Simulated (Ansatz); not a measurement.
Two isomers of BClH5NOSi: A = `NBO[SiH2]Cl`, B = `N[SiH2]B(O)Cl`.

Gas-phase electronic energies from Ansatz, PBE0-D4/def2-TZVP geometries. CCSD(T)/CBS adds triple-zeta CCSD(T) − MP2 to the extrapolated MP2 energy (def2 sets, frozen cores). Functionals use def2-TZVPP. B3LYP here is the variant with VWN-RPA as its local correlation; programs differ in this. One conformer a species, not always the lowest.

A:

Z-matrix (Å, degrees):
```
Si
Cl 1 2.052
O 1 1.628 2 110.2
H 1 1.480 2 107.2 3 121.2
H 1 1.476 2 107.6 3 -117.5
B 3 1.378 1 130.9 2 84.0
N 6 1.391 3 119.0 1 -174.9
H 6 1.201 3 120.8 1 5.6
H 7 1.003 6 122.6 3 -179.7
H 7 1.006 6 122.7 3 1.0
```

B:

Z-matrix (Å, degrees):
```
Si
B 1 2.033
N 1 1.725 2 116.1
H 1 1.491 2 106.8 3 -120.9
H 1 1.488 2 109.1 3 121.3
Cl 2 1.785 1 119.7 3 16.0
O 2 1.345 1 121.6 3 -165.0
H 3 1.008 1 118.2 2 76.4
H 3 1.008 1 118.7 2 -60.7
H 7 0.964 2 114.2 1 -178.5
```

**Question.** Which is lower in electronic energy at CCSD(T)/CBS, and by how much? (Estimate.)

**Answer.** Computed: A, by 47.6 kcal/mol.

**Question.** Give E(B) − E(A) in kcal/mol with PBE0-D4, PBE-D4, B3LYP-D4, B3LYP, CCSD(T)/def2-TZVPP, CCSD/def2-TZVPP, r2SCAN-D4. (Best estimate.)

**Answer.** Ansatz gave: PBE0-D4 44.8, PBE-D4 42.5, B3LYP-D4 47.9, B3LYP 48.4, CCSD(T)/def2-TZVPP 47.2, CCSD/def2-TZVPP 48.2, r2SCAN-D4 47.0. None reverses the order clearly.

Largest T1 diagnostic: 0.012.

In def2-TZVPP, CCSD(T) changes the Hartree–Fock value by −6.9 kcal/mol (the triples alone add −1.0 kcal/mol) and MP2 by −5.2 kcal/mol. From PBE to PBE0 (25 % exact exchange), in def2-TZVPP and without D4, E(B) − E(A) moves by +2.3 kcal/mol.
